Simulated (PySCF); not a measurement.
# `C=CC[Si@@H]1[SiH2][Si@@H](F)[Si@@H]1C`: 4 charge schemes on one density

Compound: C4H13FSi4.
Structure used (GFN2-xTB), in Å, numbered top down from 1:
```xyz
22
C4H13FSi4 angstrom
C      2.8569    1.3423    0.3410
C      2.5562    0.1328    0.7813
C      1.7915   -0.8829    0.0193
Si     0.0332   -1.1285    0.7680
Si    -1.4033   -2.4131   -0.6161
Si    -2.8992   -0.5969   -0.6777
F     -4.1681   -0.9588    0.2852
Si    -1.4122    0.7581    0.5610
C     -0.6677    2.1663   -0.4862
H      2.5868    1.6658   -0.6515
H      3.3935    2.0548    0.9443
H      2.8456   -0.1646    1.7814
H      1.7032   -0.5809   -1.0246
H      2.3232   -1.8353    0.0417
H      0.2963   -1.6507    2.1250
H     -0.8613   -2.8112   -1.9257
H     -1.9064   -3.6810   -0.0740
H     -3.6471   -0.1823   -1.8666
H     -1.9057    1.4191    1.7855
H      0.1638    2.6363    0.0296
H     -0.2930    1.7892   -1.4338
H     -1.3963    2.9408   -0.7081
```

Density: PBE0/pcSseg-1 (PySCF); schemes: Mulliken, IAO, Hirshfeld and ESP-fitted. One conformer (not necessarily the lowest) at the GFN2-xTB geometry, without solvent, vibrations or thermal averaging.

Problem. Give the atomic charges in each scheme.

Solution. In e; atoms taken as equivalent share a row and are averaged (×n: the atom named and its like, n in all):

| atom | environment | Mulliken | IAO | Hirshfeld | ESP-fitted |
| --- | --- | --- | --- | --- | --- |
| C1 | terminal =CH2 carbon | -0.160 | -0.336 | -0.108 | -0.540 |
| C2 | alkene CH carbon | -0.246 | -0.123 | -0.038 | -0.076 |
| C3 | sp3 carbon bound to silicon | -0.435 | -0.503 | -0.152 | -0.190 |
| Si4 | SiH silicon | +0.141 | +0.320 | +0.182 | +0.018 |
| Si5 | SiH2 silicon | +0.014 | +0.101 | +0.130 | +0.094 |
| Si6 | fluorine-bound silicon | +0.628 | +0.679 | +0.261 | +0.327 |
| F7 | silicon-bound fluorine | -0.437 | -0.548 | -0.223 | -0.306 |
| Si8 | SiH silicon | +0.100 | +0.307 | +0.186 | +0.315 |
| C9 | Si-methyl carbon | -0.590 | -0.685 | -0.212 | -0.559 |
| H10 | vinylic hydrogen | +0.109 | +0.140 | +0.043 | +0.207 |
| H11 | vinylic hydrogen | +0.117 | +0.151 | +0.045 | +0.204 |
| H12 | vinylic hydrogen | +0.115 | +0.144 | +0.045 | +0.151 |
| H13 | methylene hydrogen | +0.141 | +0.145 | +0.040 | +0.108 |
| H14 | methylene hydrogen | +0.164 | +0.161 | +0.046 | +0.109 |
| H15 | Si–H hydrogen | -0.002 | -0.084 | -0.075 | -0.044 |
| H16 | Si–H hydrogen | -0.026 | -0.082 | -0.077 | -0.076 |
| H17 | Si–H hydrogen | -0.005 | -0.068 | -0.067 | -0.035 |
| H18 | Si–H hydrogen | -0.065 | -0.110 | -0.075 | -0.062 |
| H19 | Si–H hydrogen | -0.004 | -0.079 | -0.070 | -0.086 |
| H20/H21/H22 | methyl hydrogen | +0.147 | +0.156 | +0.040 | +0.147 |

Mean size of the charges over all atoms: IAO 0.238 e, ESP-fitted 0.179 e, Mulliken 0.179 e, Hirshfeld 0.100 e. Each set sums to the total charge, 0, to within 0.001 e. The Hirshfeld scheme weights the molecular density at each point by an atom's share of the summed free-atom densities. The IAO scheme counts the electrons in orthogonalised intrinsic atomic orbitals, a minimal basis polarised so that it spans the occupied orbitals exactly.

Some averages cover members that differ in this geometry: H20/H21/H22, ESP-fitted +0.133 to +0.170; H20/H21/H22, Mulliken +0.132 to +0.159 e.

Lowest charge. The schemes don't all agree: Mulliken C9 (-0.590); IAO C9 (-0.685); Hirshfeld F7 (-0.223); ESP-fitted C9 (-0.559).

Highest charge. All schemes agree: Mulliken Si6 (+0.628); IAO Si6 (+0.679); Hirshfeld Si6 (+0.261); ESP-fitted Si6 (+0.327).

Problem. How closely do the schemes follow one another over all atoms?

Solution. Correlation coefficient and root-mean-square difference: Mulliken with IAO 0.96, 0.091 e; IAO with Hirshfeld 0.95, 0.193 e; IAO with ESP-fitted 0.89, 0.143 e; Mulliken with Hirshfeld 0.86, 0.160 e; Mulliken with ESP-fitted 0.83, 0.142 e; Hirshfeld with ESP-fitted 0.83, 0.147 e.

Problem. How many electrons does the IAO scheme count on Si6?

Solution. Z − q = 14 − (+0.679) = 13.321.

Problem. Sum the charges by element, for elements with more than one atom.

Solution. 
```json
{"element": "C", "atoms": "4", "Mulliken": "-1.432", "IAO": "-1.646", "Hirshfeld": "-0.510", "ESP-fitted": "-1.365"}
{"element": "Si", "atoms": "4", "Mulliken": "+0.883", "IAO": "+1.406", "Hirshfeld": "+0.759", "ESP-fitted": "+0.753"}
{"element": "H", "atoms": "13", "Mulliken": "+0.985", "IAO": "+0.787", "Hirshfeld": "-0.025", "ESP-fitted": "+0.917"}
```
